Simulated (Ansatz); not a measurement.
Total energies of AlClFHS, SMILES `[F][Al]([SH])[Cl]`.

Z-matrix (Å, degrees):
```
Al
F 1 1.637
Cl 1 2.076 2 119.2
S 1 2.155 2 118.4 3 -180.0
H 4 1.345 1 91.8 2 179.9
```

Total charge 0; spin multiplicity 1. The geometry is a stationary point of PBE0-D4/def2-TZVP. It is one conformer, not always the lowest. Basis def2-TZVPP, the Gaussian-basis code of Ansatz.

RPA on PBE orbitals: Hartree–Fock energy of these orbitals -1199.20772 Eh, correlation -1.09509 Eh (frozen core).

| functional | energy without D4 (Eh) | D4 term (kJ/mol) |
| --- | --- | --- |
| LDA (SPW92) | -1196.99935 | – |
| BLYP | -1201.53693 | -26.1 |
| r2SCAN | -1201.42415 | -2.8 |
| B97M-V | -1201.23191 | – |
| r2SCANh | -1201.41351 | -3.0 |
| HSE06 (plane-wave form) | -1201.02019 | -10.0 |
| CAM-B3LYP | -1201.55505 | -11.0 |
| LC-ωPBE | -1201.16693 | – |
| ωB97X-V | -1201.34166 | – |
| B2PLYP | -1201.12538 | – |

(1) Give the same for PBE, revPBE, PBE0, B3LYP, r2SCAN0, BHLYP, ωB97M-V, PBE-QIDH. (Best estimate.)

B3LYP takes the VWN-RPA correlation (the form of Gaussian; ORCA's B3LYP/G). HSE06 is the plane-wave form, built on full-range PBE exchange. The double hybrids freeze the cores in their second-order part.

## Answers

(1) Ansatz gave: 
```
functional  energy without D4 (Eh)  D4 term (kJ/mol)
       PBE             -1200.95232             -12.3
    revPBE             -1201.29490             -29.9
      PBE0             -1201.04514             -10.5
     B3LYP             -1201.59930             -20.2
   r2SCAN0             -1201.39845              -3.4
     BHLYP             -1201.51297             -18.0
   ωB97M-V             -1201.46583                 –
  PBE-QIDH             -1200.78118                 –
```

LC-ωPBE has ω = 0.4 bohr⁻¹.
